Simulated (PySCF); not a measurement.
methylammonium (CH₆N), SMILES C[NH3+], charge +1. Heavy atoms are numbered as in [CH3:1][NH3+:2]. Hydrogens are named by the atom that carries them.

Geometry optimised at ωB97X-D3(BJ)/def2-TZVP.

Computed with PBE/pcSseg-2 in PySCF.

GIAO shieldings, no solvent; atoms alike by connectivity are averaged. δ = σ(ref) − σ: ¹³C against TMS (σ = 181.4 ppm); ¹⁵N against NH3 (σ = 262.8 ppm); ¹H against TMS (σ = 31.47 ppm), references at their B3LYP-D3(BJ)/def2-TZVP geometries, non-relativistic.

```tsv
atoms	nucleus	count	δ (ppm)
C1 (CH3)	¹³C	1	35.1
N2 (NH3)	¹⁵N	1	45.5
H on N2	¹H	3	…
H on C1	¹H	3	…
```

### Question
Fill in the missing entries. (Estimate from the structure and the level; the computed values follow.)

### Answer

- H on N2, δ (ppm): 4.65
- H on C1, δ (ppm): 3.39
